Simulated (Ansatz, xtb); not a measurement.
**Relative energy of two isomers of C4H8GaN**

Structure a is `[CH3][Ga]([CH3])[CH2]C#N`, a singlet and structure b is `C[CH2][Ga]([CH3])[C]#N`, a singlet. Both are isolated molecules in the gas phase, relaxed with B3LYP-D3(BJ)/def2-SVP; the shapes shown needn't be the lowest conformers.

a (Å):

```json
{"atom": "C", "x (Å)": "-0.0056", "y (Å)": "1.0606", "z (Å)": "-1.9205"}
{"atom": "C", "x (Å)": "-0.8019", "y (Å)": "-1.4030", "z (Å)": "0.5145"}
{"atom": "C", "x (Å)": "-2.6360", "y (Å)": "-1.0513", "z (Å)": "-2.3260"}
{"atom": "C", "x (Å)": "-3.7333", "y (Å)": "-0.2206", "z (Å)": "-1.8770"}
{"atom": "Ga", "x (Å)": "-1.0520", "y (Å)": "-0.4496", "z (Å)": "-1.1967"}
{"atom": "N", "x (Å)": "-4.5474", "y (Å)": "0.4912", "z (Å)": "-1.4491"}
{"atom": "H", "x (Å)": "0.7757", "y (Å)": "1.4071", "z (Å)": "-1.2284"}
{"atom": "H", "x (Å)": "0.4710", "y (Å)": "0.7684", "z (Å)": "-2.8715"}
{"atom": "H", "x (Å)": "-0.6822", "y (Å)": "1.9025", "z (Å)": "-2.1427"}
{"atom": "H", "x (Å)": "0.0192", "y (Å)": "-0.9873", "z (Å)": "1.1166"}
{"atom": "H", "x (Å)": "-1.7337", "y (Å)": "-1.3512", "z (Å)": "1.1021"}
{"atom": "H", "x (Å)": "-0.5965", "y (Å)": "-2.4705", "z (Å)": "0.3270"}
{"atom": "H", "x (Å)": "-2.8671", "y (Å)": "-2.1142", "z (Å)": "-2.1579"}
{"atom": "H", "x (Å)": "-2.4465", "y (Å)": "-0.8876", "z (Å)": "-3.3979"}
```

b (Å):

```xyz
14

C     0.0903   -1.4768    0.7777
C    -0.4058   -0.1776    0.1344
C     0.7475    3.1408   -0.5816
C     2.6146    0.9013    1.0124
Ga    0.8884    1.3157    0.1380
N     3.6195    0.6303    1.5325
H    -0.6792   -2.2665    0.7463
H     0.9854   -1.8681    0.2683
H     0.3685   -1.3286    1.8333
H    -1.3197    0.1923    0.6350
H    -0.7057   -0.3403   -0.9171
H     0.9122    3.8711    0.2275
H     1.5401    3.3037   -1.3304
H    -0.2288    3.3373   -1.0475
```

Task: Estimate which is lower in electronic energy at CCSD(T)/def2-SVP + ΔMP2/def2-TZVPP, and by roughly how much.

Result: The CCSD(T)/def2-SVP + ΔMP2/def2-TZVPP calculation puts structure b lower, by 15.6 kJ/mol.

The same difference at several levels:

```json
{"level": "B3LYP-D3(BJ)/def2-SVP", "geometry": "B3LYP-D3(BJ)/def2-SVP", "E(b) − E(a) (kJ/mol)": "−9.8", "departure from the last row (kJ/mol)": "+5.8", "job, with rough time for the two": "optimisation, 97 s"}
{"level": "HF/def2-SVP", "geometry": "B3LYP-D3(BJ)/def2-SVP", "E(b) − E(a) (kJ/mol)": "−22.0", "departure from the last row (kJ/mol)": "−6.4", "job, with rough time for the two": "part of the CCSD(T) run"}
{"level": "MP2/def2-SVP", "geometry": "B3LYP-D3(BJ)/def2-SVP", "E(b) − E(a) (kJ/mol)": "−19.1", "departure from the last row (kJ/mol)": "−3.5", "job, with rough time for the two": "part of the CCSD(T) run"}
{"level": "CCSD(T)/def2-SVP", "geometry": "B3LYP-D3(BJ)/def2-SVP", "E(b) − E(a) (kJ/mol)": "−22.0", "departure from the last row (kJ/mol)": "−6.4", "job, with rough time for the two": "single point"}
{"level": "CCSD(T)/def2-SVP + ΔMP2/def2-TZVPP", "geometry": "B3LYP-D3(BJ)/def2-SVP", "E(b) − E(a) (kJ/mol)": "−15.6", "departure from the last row (kJ/mol)": "", "job, with rough time for the two": "single point, 49 s"}
```

As drawn, both hold the same kinds of bond in the same numbers.

None of the levels shown reverses the order. The largest departure from CCSD(T)/def2-SVP + ΔMP2/def2-TZVPP is that of CCSD(T)/def2-SVP, 6.4 kJ/mol. Levels run at GFN2-xTB geometries aren't shown. The last row adds to CCSD(T) the change of the MP2 difference between the two basis sets, here +6.4 kJ/mol.

With thermal terms from frequencies at re-optimised GFN2-xTB minima (ideal gas, soft modes damped towards free rotors, one conformer each, 298.15 K, 1 atm): on the last row, ΔE + ΔZPE = −8.9, ΔH = −9.3, ΔG = −8.5 kJ/mol.

The correlated steps freeze 14 core orbitals; the filled d shell of Ga is correlated, in a basis made for valence electrons. Run with Ansatz 0.2.0, xtb 6.7.1; the last row on 2 threads of Intel(R) Xeon(R) 6975P-C (Granite Rapids) on a shared host.
